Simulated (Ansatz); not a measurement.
The cluster GeO₃H₂⁻. The state is a doublet with charge -1. Geometry PBE-D4/def2-SVP, that of the neutral singlet; atoms count from 1.

Cartesian coordinates in Å:
```
Ge 0.3260 -0.1711 0.2694
O -0.5593 1.3444 0.4976
O -0.4994 -1.5449 -0.5524
O 0.6143 -0.7654 -1.4062
H -1.2038 1.4723 -0.2269
H 1.3222 -0.3353 1.4184
```

The highest occupied level of the charge -1 doublet lies above zero (up to 1.82 eV). Energy differences disagree on whether the electron is bound (positive means bound): -0.11 eV (vertical, to the charge 0 singlet, at PBE0-D4/def2-TZVPD), but 0.05 eV at PBE-D4/def2-TZVPD. The structure comes from a short search, and lower isomers may exist.

(1) Estimate the Mulliken populations from the PBE0/def2-TZVPD orbitals of Ansatz.

(2) Where does the spin sit?

(3) And the Mayer bond orders between bonded heavy atoms (over 0.3)?

Answers

(1) 
```
atom  charge (e)  spin (α − β)
 Ge1        0.53          0.27
  O2       -0.60          0.05
  O3       -0.65          0.38
  O4       -0.65          0.38
  H5        0.29         -0.01
  H6        0.08         -0.07
```
Mulliken values and Mayer orders depend strongly on the basis. With diffuse functions, as here, like atoms can get unlike values, and bond orders can come out too low or too high.

(2) Summed by element: Ge 0.27, O 0.81, H -0.08, of 1 unpaired in all. Largest on single atoms: O4 0.38, O3 0.38, Ge1 0.27.

(3) Ge1–O2 0.93 (1.77 Å); Ge1–O3 1.08 (1.80 Å); Ge1–O4 1.08 (1.80 Å); O3–O4 0.45 (1.61 Å).
